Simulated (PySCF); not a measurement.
Species: GaCl2(iPr), C3H7Cl2Ga.
Structure used (PBE0-D3(BJ)/def2-SVP), in Å, numbered top down from 1:
```xyz
13
C3H7Cl2Ga angstrom
Ga     1.2426    1.2856   -0.0847
Cl     3.3560    1.5356    0.1944
Cl     0.1711    3.1218   -0.4114
C      0.2601   -0.4164   -0.0295
C     -0.6890   -0.5069   -1.2213
C     -0.4733   -0.5342    1.3059
H      1.0242   -1.2087   -0.0988
H     -0.1573   -0.4771   -2.1852
H     -1.4179    0.3193   -1.2200
H     -1.2604   -1.4505   -1.1885
H     -1.0379   -1.4815    1.3511
H      0.2132   -0.5213    2.1669
H     -1.2009    0.2822    1.4433
```

A calculation gives these core lines: C 1s: 290.83 (area 1), 291.04 (area 2) eV; Cl 1s: 2828.01 eV; Cl 2p3/2: 205.43 eV.

Computed, not measured: delta-SCF UKS SCAN, pcX-2 on the ionised atom, pcseg-1 elsewhere, spin-free X2C (PySCF). One conformer (not necessarily the lowest) at the PBE0-D3(BJ)/def2-SVP geometry, without solvent, vibrations or thermal averaging.

Q: Order the carbon atoms by C 1s binding energy.

A: 290.83 eV: C4 (carbon bonded to 2 C, Ga and H); 291.04 eV: C5/C6 (carbon bonded to C and 3 H). The 2 C 1s values lie within 0.21 eV of each other; Gaussian lines of 0.5 eV full width would blend them into one maximum.

Bonded neighbours of each site: Cl2/Cl3: Ga; C4: 2 C, H and Ga; C5/C6: C and 3 H.

Q: Which effective nuclear charge Zeff reproduces each element's mean 1s value in the hydrogen-like formula E = 13.606 eV × Zeff²?

A: C (Z = 6): mean 291.0 eV, Zeff = 4.62, Z − Zeff = 1.38; Cl (Z = 17): mean 2828.0 eV, Zeff = 14.42, Z − Zeff = 2.58. Means run over the listed sites, weighted by atom count.

One atom of each set of topologically equivalent atoms was ionised and stands for the set; in this conformer not all members are related by symmetry, and their own values weren't computed. For 2p shells one spin-free hole was relaxed; a mean-field spin–orbit operator and the ground-state splitting of the three 2p orbitals were then diagonalised within the shell. The shell's mean is (2 × 2p3/2 + 2p1/2)/3, and the degeneracies 2j + 1 give areas of 2:1. 2p1/2 minus 2p3/2 (ligand field included): Cl 1.65 eV. No level of gallium is listed.
